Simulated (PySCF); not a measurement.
Z-matrix (Å, degrees):
```
Mo
N 1 1.9650
H 2 1.0252 1 119.88
H 2 1.0264 3 111.16 1 -176.40
N 1 1.9933 2 92.69 3 -5.53
H 5 1.0268 1 127.08 2 97.87
H 5 1.0288 6 109.41 1 172.79
N 1 2.0009 2 79.26 3 158.21
H 8 1.0272 1 124.66 2 176.09
H 8 1.0298 9 108.69 1 -159.36
C 1 2.1637 2 99.48 3 -88.87
H 11 1.1061 1 115.42 2 165.86
H 11 1.1113 12 109.30 1 -118.79
H 11 1.1115 12 109.48 13 -118.07
C 1 2.1948 2 115.69 3 71.68
H 15 1.1062 1 110.92 2 93.19
H 15 1.1070 16 109.39 1 -124.64
H 15 1.1128 16 108.34 17 -119.14
C 1 2.2150 2 150.64 3 -169.81
H 19 1.1084 1 113.51 2 41.79
H 19 1.1091 20 109.64 13 150.62
H 19 1.1124 20 108.30 21 117.88
```
Charge 0, spin multiplicity 1.

Question: What is the computed HOMO, dipole moment, total energy, charge on the central atom (Mulliken), LUMO and HOMO–LUMO gap (TPSSh-D3(BJ)/def2-TZVP // BP86-D3(BJ)/def2-SVP (PySCF 2.14.0))?

Answer: 
| Property | Value |
|---|---|
| HOMO | -6.00 eV |
| dipole moment | 2.47 D |
| total energy | -355.9628 Ha |
| charge on the central atom (Mulliken) | 1.28 e |
| LUMO | -2.78 eV |
| HOMO–LUMO gap | 3.22 eV |
